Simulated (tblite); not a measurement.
Species: C7H10SSi.
Structure used (GFN2-xTB), in Å, numbered top down from 1:
```
atom  x, y, z in Å
C1     2.327   -2.615   -0.694
C2     1.694   -1.596   -0.617
C3     0.908   -0.431   -0.458
C4     1.069    0.561   -1.344
S5     0.320    2.126   -1.499
C6    -0.941    2.241   -0.188
Si7   -0.403    1.276    1.359
C8    -0.070   -0.475    0.690
C9    -1.352   -1.183    0.233
H10    2.890   -3.495   -0.784
H11    1.789    0.445   -2.143
H12   -1.879    1.875   -0.602
H13   -1.049    3.307   -0.002
H14   -1.507    1.285    2.320
H15    0.824    1.867    1.896
H16    0.380   -1.092    1.476
H17   -1.831   -0.636   -0.577
H18   -2.057   -1.268    1.058
H19   -1.120   -2.184   -0.128
```

Calculated harmonic vibrations of the isolated species, GFN2-xTB (tblite), most abundant isotopes, no scaling. Errors from tens to a few hundred cm⁻¹ against measured bands are possible. Modes of hydrogen on silicon can be 10 to 20 % off. One conformer, not necessarily the lowest.

Harmonic wavenumbers (cm⁻¹): 35.4, 117.0, 129.2, 134.4, 208.2, 215.6, 245.8, 258.1, 321.5, 367.6, 432.7, 451.7, 479.8, 535.1, 555.0, 623.3, 646.4, 653.6, 678.5, 725.1, 748.8, 758.0, 764.3, 804.9, 819.2, 892.2, 1007.3, 1050.6, 1058.1, 1093.3, 1124.3, 1158.7, 1235.9, 1273.8, 1306.3, 1411.3, 1440.7, 1497.1, 1510.4, 1619.9, 2242.3, 2266.0, 2271.9, 2926.9, 2976.2, 3011.8, 3013.1, 3023.1, 3030.2, 3065.7, 3394.6.

A = 1700, B = 966.4, C = 720.7 MHz; mass 154.027 u (most abundant isotopes); point group C1, symmetry number 1.

Zero-point energy?

½Σν̃ = 30805 cm⁻¹ = 368.51 kJ/mol.

What is S at 298.15 K and 1 bar for an ideal gas of classical rigid rotors and harmonic oscillators?

Translation 171.68, rotation 125.46, vibration 131.55: S = 428.7 J/(mol K).

And Cp and H(298.15 K) − H(0)?

Cp = 182.09 J/(mol K), of which vibrations give 148.83 (their classical limit is 51 R = 424.0); H(298.15 K) − H(0) = 31.51 kJ/mol without the zero-point energy, 21.59 from vibrations.

Which modes carry the vibrational entropy at 298.15 K?

35.4 cm⁻¹: 23.02; 117.0 cm⁻¹: 13.18; 129.2 cm⁻¹: 12.38; 134.4 cm⁻¹: 12.06; 208.2 cm⁻¹: 8.62; 215.6 cm⁻¹: 8.35 J/(mol K); the other 45 give 53.95 together.

How do the functions run with temperature in this model?

```tsv
T (K)	S (J/(mol K))	Cp (J/(mol K))	H − H(0) (kJ/mol)	G − H(0) (kJ/mol)	ln q(vib)
150	332.0	106.4	10.01	-39.78	2.91
250	398.7	158.8	23.30	-76.38	5.71
400	488.4	224.8	52.31	-143.05	10.10
600	591.8	285.1	103.74	-251.36	15.85
900	719.0	341.4	198.43	-448.71	23.81
```

q(vib) and H(0) count from the zero-point level.

Hindered rotation and anharmonicity are outside this model. Other conformers, if any are populated, would add a mixing term that is left out. The structure is chiral; the term R ln 2 for an equal mix with its mirror image is left out.
